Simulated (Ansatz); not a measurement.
`[CH3][GeH]([F])[F]` + H₂Se → `[CH3][GeH]([F])[SeH]` + H–F at 500 K and 1 bar (ligand exchange at a Ge–F bond).

Gas-phase electronic energies from Ansatz, PBE0-D4/def2-TZVP geometries. CCSD(T)/CBS is the MP2 limit (def2-TZVPP, def2-QZVPP) plus CCSD(T) − MP2 in def2-TZVPP, frozen cores. This one scheme is used for every species. For Ge, Se outer-core shells are correlated without core-valence functions, which leaves a few kJ/mol of doubt a bond. Scalar relativity is left out up to krypton. One conformer a species, not always the lowest.

```
               species  CCSD(T)/CBS energy (Eh)  H − E (kJ/mol)  S (J/(mol·K))
  `[CH3][GeH]([F])[F]`              -2316.24489           168.3          377.4
                  H₂Se              -2401.89790            53.1          237.8
`[CH3][GeH]([F])[SeH]`              -4617.74462           190.7          422.8
                   H–F               -100.39570            39.4          188.7
```

H − E and S are ideal-gas, rigid-rotor, harmonic terms from PBE0-D4/def2-TZVP, for one conformer and one mirror image of each species. 1 Eh = 2625.50 kJ/mol, R = 8.31446 J/(mol·K).

By hand: ΔE, ΔH, ΔS and ΔG.

ΔE = (-4617.74462) + (-100.39570) − (-2316.24489) − (-2401.89790) = 0.00247 Eh = 6.5 kJ/mol. Δ(H − E) = 190.7 + 39.4 − 168.3 − 53.1 = 8.7, so ΔH = 15.2 kJ/mol. ΔS = 422.8 + 188.7 − 377.4 − 237.8 = -3.7 J/(mol·K). ΔG = 15.2 − 500 × (-3.7)/1000 = 17.1 kJ/mol.

By hand: the equilibrium constant, and the temperature at which ΔG would vanish if ΔH and ΔS stayed fixed.

log₁₀ K = −ΔG/(RT ln 10) = -1.8. ΔH and −TΔS have one sign here, so there is no such temperature. One of them is within its doubt of zero, so this could turn.

The number of gas molecules stays the same, so ΔS is small and ΔH decides. A doubt of 5 kJ/mol in ΔE shifts log₁₀ K by 0.5 here. Other conformers and mirror images would add mixing entropy, several J/(mol·K) or more a flexible species. These are equilibria of isolated gas molecules and say nothing of rates. Largest T1 diagnostic: 0.012 (customary marks: 0.02 for closed shells, 0.045 for open ones).
